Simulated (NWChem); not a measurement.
Molecule: NaF; SMILES [F][Na]

Computed with NWChem. Pople sets run with spherical d functions. The geometry was optimised at PBE0/def2-SVP. Core excitations by TDA in a window of 1s orbitals, non-relativistic and unshifted: absolute energies depend strongly on the exact-exchange share.

For level F K edge, BHandHLYP/6-311G**:

```
Item                             Value
-------------------------------  -----
first 1s excitation (eV)         678.2
first state with f > 0.002 (eV)  678.2
```

### Question
How do the values read with level F K edge, B3LYP/def2-TZVP instead?

### Answer
The first 1s excitation (eV) is 663.3. The first state with f > 0.002 (eV) is 663.3.
